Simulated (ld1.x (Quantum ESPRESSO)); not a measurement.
Logarithmic derivatives: palladium (Pd), TM

```
Element                 : Pd (Z = 46)
Generator               : ld1.x (Quantum ESPRESSO) 7.5
Type                    : norm-conserving Troullier–Martins (Kleinman–Bylander form)
Functional              : LDA (PZ)
Relativity              : scalar-relativistic
Frozen core             : [Ar] 3d10
Valence charge          : 18
Reference configuration : 4s2 4p6 4d9 5s0 5p0 (charge +1)
Partial waves           : 4p (bound): rc 1.40 bohr; 4d (bound): rc 1.75 bohr; 4s (bound): rc 1.20 bohr
Local potential         : the s channel
Core correction         : a·sin(br)/r model core inside 0.65 bohr
```

The phase is arctan(r·u′/u) with u = r·R(r), unwrapped; energies in Ry, scanned from -9 to 5 Ry. A pole is an energy at which the radial function vanishes at the test radius. The pseudo phase is shifted by a multiple of π to meet the all-electron one at the reference energy, and phase errors are pseudo minus all-electron; the curves can meet again beyond the range given. Levels narrower than the energy grid can be missing from the lists of poles.

Problem. For each channel, where are the poles, and over which energies does the pseudopotential scatter like the atom?

Solution.

| channel | radius (bohr) | reference energy (Ry) | poles, all-electron | poles, pseudo | unbroken range about the reference energy with phases within 0.05 rad | phase error 1 Ry above the reference energy (rad) |
| --- | --- | --- | --- | --- | --- | --- |
| s | 1.90 | -7.11 | -6.89 | -6.89 | below -0.9 | -0.001 |
| p | 1.90 | -4.60 | -4.18 | -4.18 | below 0.3 | -0.001 |
| d | 1.90 | -1.09 | 0.09 | 0.09 | below 4.2 | -0.001 |

Phases in the s channel:

```csv
E (Ry),all-electron,pseudo
-9.00,1.330,1.330
-8.52,1.302,1.302
-8.04,1.246,1.246
-7.56,1.012,1.011
-7.08,-1.399,-1.399
-6.60,-1.664,-1.664
-6.12,-1.726,-1.727
-5.64,-1.760,-1.761
-5.16,-1.786,-1.787
-4.68,-1.809,-1.810
-4.20,-1.833,-1.835
-3.72,-1.858,-1.862
-3.24,-1.888,-1.893
-2.76,-1.924,-1.931
-2.28,-1.969,-1.980
-1.80,-2.029,-2.047
-1.32,-2.112,-2.142
-0.84,-2.234,-2.288
-0.36,-2.426,-2.529
0.12,-2.740,-2.933
0.60,-3.203,-3.466
1.08,-3.683,-3.908
1.56,-4.022,-4.178
2.04,-4.229,-4.340
2.52,-4.360,-4.444
3.00,-4.447,-4.516
3.48,-4.510,-4.569
3.96,-4.557,-4.610
4.44,-4.594,-4.644
4.92,-4.624,-4.672
```
